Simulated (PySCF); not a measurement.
**PBE on V³⁺ (vanadium, charge +3)**

Configuration: [Ar] 3d2, high-spin 3F determinant. Computed with PySCF 2.14 in def2-SVP, with the non-relativistic Hamiltonian (point nucleus).

```json
{"Total energy": "-941.609 hartree", "One-electron energy": "-1264.634 hartree", "Hartree (Coulomb) energy": "366.947 hartree", "Exchange-correlation energy": "-43.922 hartree", "Kinetic energy": "938.75686 hartree", "⟨S²⟩": "2.0002", "⟨L²⟩": "12.002", "Sum of ⟨r⟩": "12.71 bohr", "Sum of ⟨r²⟩": "13.41 bohr²", "Density at the nucleus (Gaussians lack the cusp)": "7680 bohr⁻³", "Spin density at the nucleus": "0.0247 bohr⁻³", "Langevin diamagnetic susceptibility": "-10.6 ×10⁻⁶ cm³/mol", "Time after the integrals": "0.31 s of wall time on 1 thread of Neoverse-V2 (shared host)"}
```

```json
{"shell": "1s α", "electrons": "1", "mean orbital energy (eV)": "-5364.0", "rms radius, mean of both spins (bohr)": "0.0776"}
{"shell": "1s β", "electrons": "1", "mean orbital energy (eV)": "-5364.0", "rms radius, mean of both spins (bohr)": "0.0776"}
{"shell": "2s α", "electrons": "1", "mean orbital energy (eV)": "-633.49", "rms radius, mean of both spins (bohr)": "0.337"}
{"shell": "2s β", "electrons": "1", "mean orbital energy (eV)": "-632.73", "rms radius, mean of both spins (bohr)": "0.337"}
{"shell": "2p α", "electrons": "3", "mean orbital energy (eV)": "-540.54", "rms radius, mean of both spins (bohr)": "0.305"}
{"shell": "2p β", "electrons": "3", "mean orbital energy (eV)": "-539.96", "rms radius, mean of both spins (bohr)": "0.305"}
{"shell": "3s α", "electrons": "1", "mean orbital energy (eV)": "-104.80", "rms radius, mean of both spins (bohr)": "1.02"}
{"shell": "3s β", "electrons": "1", "mean orbital energy (eV)": "-102.66", "rms radius, mean of both spins (bohr)": "1.02"}
{"shell": "3p α", "electrons": "3", "mean orbital energy (eV)": "-79.135", "rms radius, mean of both spins (bohr)": "1.10"}
{"shell": "3p β", "electrons": "3", "mean orbital energy (eV)": "-77.030", "rms radius, mean of both spins (bohr)": "1.10"}
{"shell": "3d α", "electrons": "2", "mean orbital energy (eV)": "-39.566", "rms radius, mean of both spins (bohr)": "1.28"}
```
